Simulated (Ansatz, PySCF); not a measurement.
This PySCF input computes a B3LYP/def2-TZVPD energy:

```python
from pyscf import gto, scf, dft

mol = gto.M(
    atom='''
    Si   -0.00000000   -0.00000000   -0.10099473
    H     0.00000000    0.00000000    1.41392619
    ''',
    basis='def2-tzvpd',
    charge=1,
    spin=0,
    verbose=4,
)

mf = dft.RKS(mol, xc='b3lyp').density_fit(auxbasis='def2-universal-jkfit')
mf.grids.level = 3
mf.conv_tol = 1e-9
mf.max_cycle = 100
mf.max_memory = 1500
mf.kernel()
if not mf.converged:
    mf = mf.newton()
    mf.kernel(mf.make_rdm1())
mf.analyze()
```

**Question.** Write an input for the same energy in Ansatz (an electronic-structure program) and say what it gives.

**Answer.** 
Ansatz 0.2 input:
```yaml
crystal:
  periodic: [false, false, false]
  atoms:
    - {symbol: Si, position_ang: [-0.00000000, -0.00000000, -0.10099473]}
    - {symbol: H, position_ang: [0.00000000, 0.00000000, 1.41392619]}
basis:
  gaussian:
    orbitals: def2-TZVPD
hamiltonian:
  xc: {name: B3LYP}
total_charge: 1
output: {forces: true}
```
It gives -289.71961 Eh, and PySCF -289.71964 Eh, a difference of 0.03 mEh, from the treatment of integrals and grids.
